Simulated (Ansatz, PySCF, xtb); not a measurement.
Reaction R1 → P1 + P2, each structure at its B3LYP-D3(BJ)/def2-TZVP stationary point, reached from a drawn start (curvature not checked).
R1, H4Sn (SMILES [SnH4]) (charge 0, multiplicity 1, Z-matrix in Å and degrees):
```
Sn
H 1 1.7085
H 1 1.7085 2 109.47
H 1 1.7085 2 109.47 3 120.00
H 1 1.7085 2 109.47 3 -120.00
```
P1: H2Sn (SMILES [SnH2]), charge 0, multiplicity 1.
P2, H2 (SMILES [H][H]) (charge 0, multiplicity 1):
```
atom   x (Å)   y (Å)    z (Å)
----  ------  ------  -------
H     0.0000  0.0000   0.3720
H     0.0000  0.0000  -0.3720
```

P less R. No zero-point or thermal terms; no spin–orbit coupling.

Cores are frozen in the correlated methods. In cc and def2 sets filled d and f shells under p-block atoms count as core.

Programs: Ansatz (a program for electronic structure) with Gaussian orbitals; PySCF for the D3/D4 terms; xtb for the GFN methods. No computed number here is a measurement. Elements past Kr take the def2 small-core potentials, without spin–orbit coupling.

Q: One of these levels gives 81.1 kJ/mol for the reaction energy. Which?
(A) B2PLYP-D4/def2-TZVPP
(B) B3LYP-D3(BJ)/def2-TZVPP
(C) HF/def2-SVP
(D) GFN2-xTB

A: B, B3LYP-D3(BJ)/def2-TZVPP. The others give 5.4 (GFN2-xTB), 96.3 (HF/def2-SVP), 88.5 (B2PLYP-D4/def2-TZVPP)
